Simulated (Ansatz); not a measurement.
Mulliken charges of AlGeH7Si (`[SiH3][AlH][GeH3]`) from r2SCAN/def2-TZVPP in Ansatz (PBE0-D4/def2-TZVP geometry).

| atom | x (Å) | y (Å) | z (Å) | charge (e) |
| --- | --- | --- | --- | --- |
| Si1 | -1.514 | 1.191 | -0.917 | 0.010 |
| Al2 | 0.727 | 0.203 | -0.719 | 0.534 |
| Ge3 | 1.204 | -1.277 | 1.214 | -0.147 |
| H4 | -2.549 | 0.117 | -0.962 | -0.062 |
| H5 | -1.695 | 2.046 | -2.124 | -0.062 |
| H6 | -1.813 | 2.029 | 0.281 | -0.062 |
| H7 | 1.859 | 0.498 | -1.797 | -0.159 |
| H8 | 0.238 | -2.480 | 1.241 | -0.018 |
| H9 | 0.991 | -0.530 | 2.547 | -0.018 |
| H10 | 2.635 | -1.847 | 1.240 | -0.015 |

Task: By hand: the dipole of these point charges (1 e Å = 4.8032 D).

Result: Σ q r = (0.214, 0.051, -0.199) e Å, of length 0.297 e Å = 1.43 D.

Task: How does the dipole of the full density compare? (Estimate.)

Result: Ansatz gave: (0.030, 0.039, -0.077) e Å, 0.44 D; the point charges give 3.25 times that, at 29° from its direction.

Point charges leave out the atoms' own dipoles, such as those of lone pairs, and Mulliken's split depends on the basis, so the two needn't agree.
